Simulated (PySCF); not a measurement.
Vertical excitations of a molecule C₂H₉ClOSi₂ from TDA-PBE/def2-SVPD (PySCF), as energy in eV (oscillator strength): 5.58 (0.010), 5.90 (0.012), 5.95 (0.003), 6.12 (0.039), 6.20 (0.005), 6.38 (0.003). Lowest triplet (TDA): 5.26 eV. Geometry optimised at PBE0-D3(BJ)/def2-SVP. One conformer was computed; it need not be the lowest.

Problem. Pick the molecule that these values belong to.
A. [SiH3]O[SiH2]CCCl
B. C[Si](C)(Cl)O[SiH3]
C. C[SiH2][Si@H](Cl)CO
D. OCC[Si@H]([SiH3])Cl

Solution. D, OCC[Si@H]([SiH3])Cl
